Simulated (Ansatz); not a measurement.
Consider the ligand exchange at a Y–F bond: `[NH2][Y]([F])[Cl]` + NH₃ → `[NH2][Y]([NH2])[Cl]` + H–F.

Isolated molecules relaxed with PBE0-D4/def2-TZVP in Ansatz; ΔE leaves out vibrations. CCSD(T)/CBS is the MP2 limit (def2-TZVPP, def2-QZVPP) plus CCSD(T) − MP2 in def2-TZVPP, frozen cores. This one scheme is used for every species. Functionals use def2-TZVPP. HSE06 is defined as in plane-wave codes. Elements past krypton have def2 core potentials. For Y outer-core shells are correlated without core-valence functions, which leaves a few kJ/mol of doubt a bond. One conformer a species, not always the lowest.

`[NH2][Y]([F])[Cl]`:

Z-matrix (Å, degrees):
```
Y
F 1 1.991
Cl 1 2.482 2 125.6
N 1 2.117 2 115.5 3 179.9
H 1 2.845 2 99.0 3 179.9
H 1 2.839 2 132.2 3 179.8
```

NH₃:

Cartesian coordinates in Å:
```
N 0.019 -0.218 -0.177
H -0.890 -0.174 0.267
H 0.709 -0.272 0.562
H 0.161 0.665 -0.652
```

`[NH2][Y]([NH2])[Cl]`:

Z-matrix (Å, degrees):
```
Y
N 1 2.128
Cl 1 2.493 2 122.1
N 1 2.128 2 115.9 3 -179.8
H 1 2.855 2 16.5 3 0.1
H 1 2.852 2 16.5 3 -179.9
H 1 2.855 2 132.3 3 -179.8
H 1 2.853 2 99.3 3 -179.8
```

H–F:

Cartesian coordinates in Å:
```
F -0.124 -0.443 0.013
H 0.124 0.443 -0.013
```

```csv
level,ΔE (kcal/mol),difference from CCSD(T)/CBS
LDA (SPW92),31.1,0.1
BLYP-D4,33.3,2.3
r2SCAN-D4,33.1,2.1
r2SCAN0-D4,32.2,1.2
BHLYP-D4,32.8,1.8
ωB97X-V,33.5,2.5
revPBE,33.1,2.1
r2SCANh,32.9,1.9
HSE06,31.9,0.9
BHLYP,33.4,2.4
HF/def2-SVP,36.4,5.4
CCSD/def2-TZVPP,30.2,-0.8
CCSD(T)/def2-TZVPP,29.9,-1.1
HF/def2-QZVPP,34.3,3.3
SCS-MP2/def2-QZVPP,31.3,0.3
MP2/CBS(def2),30.6,-0.4
CCSD(T)/CBS,31.0,0
```

Q: What do rigid-rotor, harmonic-oscillator terms from PBE0-D4/def2-TZVP frequencies (298.15 K, 1 bar) make of the CCSD(T)/CBS value? (Best estimate.)

A: Ansatz gave: ΔZPE = -1.7 kcal/mol, ΔH = +29.6 kcal/mol, ΔS = -10 J/(mol·K), ΔG = +30.4 kcal/mol.

Largest T1 diagnostic among the species: 0.013.

Leaving LDA and LC-ωPBE aside and taking each functional with its dispersion term where it has one, the values, not all of them listed here, spread over 3.2 kcal/mol, from PBE-QIDH to B97M-V. LDA lies −1.6 kcal/mol from PBE without D4. In def2-TZVPP, CCSD(T) changes the Hartree–Fock value by −3.5 kcal/mol (the triples alone add −0.3 kcal/mol) and MP2 by −3.9 kcal/mol.
